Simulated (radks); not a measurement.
Problem. The mean radii <r> (bohr) of the occupied orbitals of an atom or ion are listed with their occupations. All-electron calculation, scalar-relativistic Kohn-Sham, r2SCAN, spin-polarised, spherical densities, finite nucleus; meta-GGA in the generalised Kohn-Sham scheme; Fermi nuclear charge, rms radius of each element as measured or else 0.836 A^(1/3) + 0.57 fm. Program: a radial shooting solver on a logarithmic mesh with Libxc functionals.

orbital  occ.      <r>
1s up       1  0.04409
1s down     1  0.04408
2s up       1   0.1956
2s down     1   0.1956
2p up       3   0.1710
2p down     3   0.1710
3s up       1   0.5674
3s down     1   0.5685
3p up       3   0.5806
3p down     2   0.5819
3d up       5   0.6054
3d down     5   0.6055
4s up       1    1.585
4s down     1    1.583
4p up       2    1.782

Name the element and its charge. Open shells, if any, are filled with parallel spins first.

Solution. Z = 34, selenium, charge +3: Se3+ in [Ne] 3s2 3p5 3d10 4s2 4p2. The 1s radius gives Z: for a bare nucleus <r> = (2 gamma + 1)/(2Z) with gamma = sqrt(1 - (Z/c)^2), 0.0432 bohr for Z = 34, and screening makes it slightly larger (0.04409 here). The occupations add up to 31, and the charge is Z minus that.
